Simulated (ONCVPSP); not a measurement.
Transferability test, ONCV potential for Ge (Z = 32)

```json
{
  "Element": "germanium (Ge)",
  "Generator": "ONCVPSP 4.0.1",
  "Type": "optimised norm-conserving Vanderbilt (ONCV)",
  "Functional": "PBE",
  "Relativity": "scalar-relativistic",
  "Frozen core": "[Ar]",
  "Valence charge": "14",
  "Reference configuration": "3d10 4s2 4p2",
  "Partial waves": "4s: rc 1.40 bohr, ncon 3, nbas 6, qcut 5.8 1/bohr, 1 projector; 4p: rc 2.05 bohr, ncon 4, nbas 7, qcut 4.5 1/bohr, 2 projectors, debl 1.8 Ha; 3d: rc 0.95 bohr, ncon 4, nbas 9, qcut 16.9 1/bohr, local",
  "Local potential": "the d channel",
  "Core correction": "none"
}
```

Energies are relative to the spin-unpolarised reference configuration 3d10 4s2 4p2; without spin polarisation the order of configurations can differ from experiment.

```tsv
valence configuration	charge	ΔE all-electron (eV)	error AE − PS (meV)
3d10 4s2 4p1	+1	7.444	-0.3
3d10 4s0 4p4	0	16.196	+2.9
```

Problem. What are ΔE and the potential's error for 3d10 4s2 4p0?

Solution. ΔE = 22.884 eV all-electron; the error (AE − PS) is +5.1 meV.

Problem. What are ΔE and the potential's error for 3d10 4s1 4p0?

Solution. ΔE = 57.675 eV all-electron; the error (AE − PS) is +46 meV.

Note: ghosts flagged at negative energy: s at -602.3 eV, p at -122.5 eV; GHOST(+) flagged for s at 50.1 eV. A true bound ghost makes a file unfit for plane-wave use.
